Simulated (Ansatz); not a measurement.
**Exact exchange and the HOMO–LUMO gap of C2H5GeN**

The species is C2H5GeN (9 atoms), meant as a singlet with charge 0. As SMILES, `C1=[N][GeH2][CH2]1`. The coordinates come from a PBE0-D4/def2-TZVP relaxation.

The HOMO–LUMO gap y, in eV, basis def2-SVP; a is the functional's share of exact exchange. Programs: Ansatz 0.2.0.

```
functional  program     a  y (eV)
    revPBE   Ansatz     0    4.19
    r2SCAN   Ansatz     0    4.64
     B3LYP   Ansatz   0.2    6.26
   r2SCAN0   Ansatz  0.25    7.05
      PBE0   Ansatz  0.25       ?
     BHLYP   Ansatz   0.5    9.27
```

**Question.** Fit y = c + s·a to the known rows and predict PBE0.

**Answer.** 
1. Means of the 5 rows: a = 0.1900, y = 6.282.
2. Σ(Δa)² = 0.172, Σ(Δa·Δy) = 1.6816, so the slope is 1.6816/0.172 = 9.7767.
3. Intercept: 6.282 − (9.7767) × 0.1900 = 4.424. The largest residual of the fit is 0.23.
4. PBE0: 4.424 + (9.7767) × 0.25 = 6.87 eV.

The run gave 6.75 eV, so the prediction is off by +0.12 eV, within the largest residual. Exact exchange lowers occupied levels and raises empty ones. The rows mix families of semi-local functionals, which the line can't see.
